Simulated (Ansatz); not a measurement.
Geometry optimisation, Ansatz 0.2.0, RKS B3LYP-D4/def2-SVP.

Input file:

```yaml
crystal:
  periodic: [false, false, false]
  atoms:
    - { symbol: Si, position_ang: [-0.3652, -2.4311, 0.2255] }
    - { symbol: "N", position_ang: [-0.3679, -0.6499, 0.2091] }
    - { symbol: C, position_ang: [0.6048, -0.1397, -0.4237] }
    - { symbol: O, position_ang: [0.9251, 1.1961, -0.5265] }
    - { symbol: Si, position_ang: [-0.1266, 2.3501, 0.0918] }
    - { symbol: Cl, position_ang: [0.7459, 4.1535, -0.4123] }
    - { symbol: H, position_ang: [-0.4258, -2.8386, -1.1914] }
    - { symbol: H, position_ang: [-1.5728, -2.8198, 0.9506] }
    - { symbol: H, position_ang: [0.8348, -2.856, 0.8946] }
    - { symbol: H, position_ang: [1.4524, -0.6843, -0.9041] }
    - { symbol: H, position_ang: [-1.4882, 2.3448, -0.4902] }
    - { symbol: H, position_ang: [-0.1394, 2.3196, 1.6107] }
basis:
  gaussian: { orbitals: def2-SVP }
hamiltonian:
  xc: b3lyp
  dispersion: d4
relax:
  f_tol: 0.015
  max_steps: 40
```

Launched with:

```bash
$ ansatz run input.yaml --threads 2 --pin off --max-ram 3072MiB --backend cpu --events-out ev --progress --plain --runs-dir out
```

Question: Where does it end, and by what steps?

Answer: The forces met the threshold. The force dipped under the threshold on the way, but the program's further checks kept it going. After 22 steps the energy has fallen by 0.372 eV; H9 moved furthest, 1.18 Å.

```
step  energy less start (eV)  largest force component (eV/Å)  accepted
   0                  0.0000                           1.271       yes
   1                 -0.1176                           1.965       yes
   2                 -0.2653                           0.819       yes
   3                 -0.2865                           0.378       yes
   4                 -0.3101                           0.083       yes
   5                 -0.3139                           0.094       yes
   6                 -0.3160                           0.076       yes
   7                 -0.3195                           0.159       yes
   8                 -0.3193                           0.250        no
   9                 -0.3257                           0.124       yes
  10                 -0.3324                           0.107       yes
  11                 -0.3390                           0.260       yes
  12                 -0.3347                           0.416        no
  13                 -0.3512                           0.094       yes
  14                 -0.3593                           0.043       yes
  15                 -0.3660                           0.123       yes
  16                 -0.3682                           0.130       yes
  17                 -0.3702                           0.081       yes
  18                 -0.3712                           0.049       yes
  19                 -0.3709                           0.095        no
  20                 -0.3714                           0.010       yes
  21                 -0.3715                           0.012       yes
  22                 -0.3715                           0.006       yes
```

```xyz
12
Properties=species:S:1:pos:R:3
Si -0.403 -2.259 0.306
N -0.081 -0.557 0.059
C 0.680 -0.033 -0.806
O 0.836 1.292 -0.884
Si -0.061 2.199 0.266
Cl 0.454 4.152 -0.185
H 0.355 -3.112 -0.665
H -1.862 -2.499 0.137
H -0.006 -2.624 1.693
H 1.282 -0.563 -1.568
H -1.513 2.043 0.042
H 0.398 1.906 1.639
```

Run time: 120 s on 2 threads of Arm Neoverse V1 (shared host), peak memory 0.32 GiB.
